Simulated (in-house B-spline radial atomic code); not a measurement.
Successive ionisation energies of tungsten; each step leads to the configuration of the next row (after the last: [Ne] 3s2 3p1). Dirac energy differences include first-order Breit, QED and recoil terms. NIST's values go from ground level to ground level; the uncertainty of those that are theory runs from under 0.1 % in few-electron ions to several per cent in heavy many-electron ones. Computed with an all-electron radial atomic-structure program (B-spline basis): Dirac-Hartree-Fock, average of the configuration, finite nuclei.

```
 ion  configuration  ionisation energy (eV)  tabulated value (eV)  tabulated kind  computed minus tabulated (eV)  highest orbital  largest mean radius (bohr)
W49+       [Ar] 3d7                  4469.8                  4446  semi-empirical                             24            3d5/2                     0.19601
W50+       [Ar] 3d6                  4603.4                  4578  semi-empirical                             25            3d5/2                     0.19488
W51+       [Ar] 3d5                  4738.7                  4709  semi-empirical                             30            3d5/2                     0.19375
W52+       [Ar] 3d4                  4875.5                  4927  semi-empirical                            -52            3d5/2                     0.19264
W53+       [Ar] 3d3                       ?                     ?  semi-empirical                              ?                ?                           ?
W54+       [Ar] 3d2                  5153.7                  5209  semi-empirical                            -55            3d5/2                     0.19043
W55+       [Ar] 3d1                  5295.2                  5348  semi-empirical                            -53            3d5/2                     0.18935
W56+   [Ne] 3s2 3p6                       ?                     ?  semi-empirical                              ?                ?                           ?
W57+   [Ne] 3s2 3p5                  5968.5                  5840  semi-empirical                            128            3p3/2                     0.18725
W58+   [Ne] 3s2 3p4                  6095.3                  5970  semi-empirical                            125            3p3/2                     0.18631
W59+   [Ne] 3s2 3p3                       ?                     ?  semi-empirical                              ?                ?                           ?
W60+   [Ne] 3s2 3p2                  6351.8                  6596  semi-empirical                           -244            3p3/2                     0.18445
```

**Question.** Fill in the row of W53+.

**Answer.** ionisation energy (eV): 5013.8; tabulated value (eV): 5063; computed minus tabulated (eV): -49; highest orbital: 3d5/2; largest mean radius (bohr): 0.19153.

**Question.** Fill in the row of W56+.

**Answer.** ionisation energy (eV): 5842.6; tabulated value (eV): 5719; computed minus tabulated (eV): 124; highest orbital: 3p3/2; largest mean radius (bohr): 0.18827.

**Question.** Fill in the row of W59+.

**Answer.** ionisation energy (eV): 6223.1; tabulated value (eV): 6093; computed minus tabulated (eV): 130; highest orbital: 3p3/2; largest mean radius (bohr): 0.18537.

Where a p, d or f electron is removed, the computed value is a mean over both j, so it misses the tabulated one by a part of the spin-orbit splitting; averaging over terms and missing correlation add to the gap, relatively most at low charge.
